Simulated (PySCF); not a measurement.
# Which determinant of CuH⁺ lies lowest?

Unrestricted PBE0; Cu def2-TZVPPD, H def2-TZVPPD; no relativity (PySCF 2.14). Outer shells of the fragments: Cu+ 3d10; H 1s1.

Followed along the bond (rough minima from three points):

```json
{"2Ms+1": "2", "unpaired": "σ ↑", "⟨S²⟩ at the start": "0.76", "R at minimum (Å)": "1.49", "Te (eV)": "0.00"}
```

Solutions found at the starting distance of 1.555 Å, counted from the lowest of them; the search is not exhaustive and high or unbound solutions are not listed, so other states can lie among these:

```json
{"2Ms+1": "2", "unpaired": "σ ↑", "term": "²Σ⁺", "E (eV)": "0.00", "⟨S²⟩": "0.76", "⟨Lz²⟩": "0.00", "μ (D)": "-0.60"}
{"2Ms+1": "2", "unpaired": "δ ↑", "term": "²Δ", "E (eV)": "1.72", "⟨S²⟩": "0.75", "⟨Lz²⟩": "4.00", "μ (D)": "-1.63"}
{"2Ms+1": "2", "unpaired": "π ↑", "term": "²Π", "E (eV)": "1.77", "⟨S²⟩": "0.75", "⟨Lz²⟩": "1.00", "μ (D)": "-1.81"}
{"2Ms+1": "4", "unpaired": "σ ↑↑, δ ↑", "term": "⁴Δ", "E (eV)": "5.08", "⟨S²⟩": "3.75", "⟨Lz²⟩": "4.00", "μ (D)": "2.05"}
{"2Ms+1": "4", "unpaired": "σ ↑↑, π ↑", "term": "⁴Π", "E (eV)": "5.20", "⟨S²⟩": "3.75", "⟨Lz²⟩": "1.01", "μ (D)": "2.31"}
{"2Ms+1": "4", "unpaired": "σ ↑↑↑", "term": "⁴Σ⁺", "E (eV)": "5.47", "⟨S²⟩": "3.75", "⟨Lz²⟩": "0.00", "μ (D)": "2.59"}
```

A term symbol is given only where ⟨S²⟩ and ⟨Lz²⟩ are close to those of a pure state; real π, δ and φ orbitals otherwise mix terms. A positive dipole points towards H; it is taken about the centre of mass and depends on that origin.

Counting both spins, an empty level lies below a filled one in some of these solutions, because spin and occupation are held. The state is the lowest single determinant that the PBE0 search found; with open d or f shells the true ground state can be another one.
